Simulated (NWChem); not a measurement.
System: GaN2H5; SMILES [NH2][GaH][NH2]

```xyz
8

Ga     0.0000     0.0000    -0.3399
H      0.0000     0.0000    -1.8970
N     -1.5508     0.0000     0.6004
H     -2.4641     0.0000     0.1659
H     -1.6173     0.0000     1.6099
N      1.5508     0.0000     0.6004
H      1.6173     0.0000     1.6099
H      2.4641     0.0000     0.1659
```
Atoms are numbered in this order, from 1.

All runs: NWChem. Pople sets run with spherical d functions. Structure relaxed at the PBE0/def2-SVP level. GIAO values for the isolated, static molecule; σ is the absolute isotropic shielding, δ = σ(reference) − σ with the isolated reference molecule computed at the same levels (1H: tetramethylsilane, 15N: ammonia).

Q: Predict the results for B3LYP/6-31G*. Quantities: σ Ga1 (ppm); δ H2 (ppm); δ N3 (ppm); δ H4 (ppm); δ H5 (ppm).

A: 
```
Item          Value
-----------  ------
σ Ga1 (ppm)  1558.6
δ H2 (ppm)     5.57
δ N3 (ppm)     35.8
δ H4 (ppm)     0.68
δ H5 (ppm)     0.50
```
